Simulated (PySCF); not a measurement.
A structure optimised at PBE-D3(BJ)/def2-SVP, used in a PySCF frequency run:

```
Ir
O 1 1.7136
O 1 1.7136 2 109.47
O 1 1.7136 2 109.47 3 -120.00
O 1 1.7136 2 109.47 3 120.00
```
Charge +1, spin multiplicity 1.

Task: Write its SMILES, formula and point group.

Result: [O]=[Ir+](=[O])(=[O])=[O], IrO₄, Td

Task: What are its rotational constants (standard atomic weights)?

Result: 4.0341, 4.0341, 4.0341 GHz
